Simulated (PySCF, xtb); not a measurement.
BiFCl₂, SMILES [F][Bi]([Cl])[Cl].

GFN2-xTB in xtb at its own geometry gives an orbital gap of 5.59 eV and a dipole moment of 6.16 D.

Geometry: PBE-D3(BJ)/def2-SVP. The def2 effective core potentials stand for the cores of Bi; spin–orbit coupling is left out.

Q: What does ωB97X/def2-TZVPD in PySCF give? (Estimate from the structure and the level; the computed values follow.)

A: gap 10.62 eV (levels -11.33 and -0.71 eV), dipole 4.54 D.
